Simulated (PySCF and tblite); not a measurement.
Results of a calculation; reference values are marked as such.
C10H16, numbered as in [CH2:1]=[CH:2][CH2:3]/[C:4](=[CH:5]\[C:6](=[CH2:7])[CH3:8])[CH2:9][CH3:10].

Conformers came from 200 starts (ETKDG, MMFF94s, GFN2-xTB); geometries are GFN2-xTB. Weights use PBE0-D3(BJ)/6-31G* energies plus GFN2-xTB zero-point and thermal terms (modes under about 100 cm⁻¹ blended into free rotors). Symmetry numbers and mirror images are counted. Conformers within 3 kcal/mol (GFN2-xTB free energy) were kept, 10 at most. Of two unlike H on one atom, a is the less shielded (PBE0/6-31G*). Codes: tblite and PySCF.

An NOE distance is ⟨r⁻⁶⟩^(−1/6) over all pairs of like atoms and, for the average, over conformers.

Torsions listed: C1–C2–C3–C4, C2–C3–C4–C9, C4–C5–C6–C8, C3–C4–C9–C10. Of a mirror pair one member is shown.

```json
{"conformer": "1", "shape": "3°, 91°, 11°, 84°", "weight %": "26.4"}
{"conformer": "2", "shape": "8°, 102°, -8°, -70°", "weight %": "24.3"}
{"conformer": "3", "shape": "-6°, -88°, -15°, 170°", "weight %": "16.2"}
{"conformer": "4", "shape": "-117°, 84°, 4°, 86°", "weight %": "13.9"}
```

Not shown: 5 more, 19.1 % in all.

Task: Which H–H contacts under 3.5 Å would NOEs report (pairs on one atom left out) at 298.15 K?

Result: 
```json
{"pair": "H5 ··· H7b", "in 1 (Å)": "2.27", "in 2 (Å)": "2.26", "in 3 (Å)": "2.27", "in 4 (Å)": "2.25", "average (Å)": "2.26"}
{"pair": "H1b ··· H2", "in 1 (Å)": "2.43", "in 2 (Å)": "2.43", "in 3 (Å)": "2.43", "in 4 (Å)": "2.44", "average (Å)": "2.43"}
{"pair": "H2 ··· H3", "in 1 (Å)": "2.48", "in 2 (Å)": "2.47", "in 3 (Å)": "2.48", "in 4 (Å)": "2.73", "average (Å)": "2.55"}
{"pair": "H5 ··· H9", "in 1 (Å)": "2.51", "in 2 (Å)": "2.43", "in 3 (Å)": "3.39", "in 4 (Å)": "2.50", "average (Å)": "2.59"}
{"pair": "H9 ··· H10", "in 1 (Å)": "2.60", "in 2 (Å)": "2.60", "in 3 (Å)": "2.59", "in 4 (Å)": "2.60", "average (Å)": "2.60"}
{"pair": "H3 ··· H8", "in 1 (Å)": "2.68", "in 2 (Å)": "2.70", "in 3 (Å)": "2.67", "in 4 (Å)": "2.61", "average (Å)": "2.66"}
{"pair": "H7a ··· H8", "in 1 (Å)": "2.71", "in 2 (Å)": "2.68", "in 3 (Å)": "2.71", "in 4 (Å)": "2.68", "average (Å)": "2.69"}
{"pair": "H3 ··· H9", "in 1 (Å)": "2.98", "in 2 (Å)": "2.81", "in 3 (Å)": "2.73", "in 4 (Å)": "3.02", "average (Å)": "2.85"}
{"pair": "H5 ··· H10", "in 1 (Å)": "3.44", "in 2 (Å)": "3.76", "in 3 (Å)": "2.43", "in 4 (Å)": "3.42", "average (Å)": "2.88"}
{"pair": "H1a ··· H3", "in 1 (Å)": "3.54", "in 2 (Å)": "3.55", "in 3 (Å)": "3.54", "in 4 (Å)": "2.66", "average (Å)": "3.04"}
{"pair": "H1a ··· H2", "in 1 (Å)": "3.06", "in 2 (Å)": "3.06", "in 3 (Å)": "3.06", "in 4 (Å)": "3.06", "average (Å)": "3.06"}
{"pair": "H2 ··· H8", "in 1 (Å)": "3.65", "in 2 (Å)": "3.63", "in 3 (Å)": "3.68", "in 4 (Å)": "2.83", "average (Å)": "3.25"}
{"pair": "H3 ··· H10", "in 1 (Å)": "3.04", "in 2 (Å)": "3.27", "in 3 (Å)": "4.76", "in 4 (Å)": "3.07", "average (Å)": "3.29"}
{"pair": "H1a ··· H9", "in 1 (Å)": "3.07", "in 2 (Å)": "4.16", "in 3 (Å)": "3.07", "in 4 (Å)": "3.36", "average (Å)": "3.33"}
{"pair": "H1a ··· H8", "in 1 (Å)": "3.42", "in 2 (Å)": "3.31", "in 3 (Å)": "3.32", "in 4 (Å)": "5.47", "average (Å)": "3.49"}
```

Longer pairs under the limit may be missing.

Task: In a model where alignment follows shape alone (order matrix 0.001 × (3G/tr G − 1)/2, G the second moments of the atom positions; splitting J + 2D), what are the one-bond C–H dipolar couplings D?

Result: H1b 3.1 Hz (0.8 in conformer 1), H1a 1.1 Hz (2.3 in conformer 1), H2 1.1 Hz (2.0 in conformer 1), H3 -1.8 Hz (-1.6 in conformer 1), H5 0.6 Hz (1.9 in conformer 1), H7b -0.2 Hz (0.2 in conformer 1), H7a -6.8 Hz (-6.6 in conformer 1), H8 0.1 Hz (0.0 in conformer 1), H9 1.9 Hz (1.6 in conformer 1), H10 -0.3 Hz (-0.4 in conformer 1).
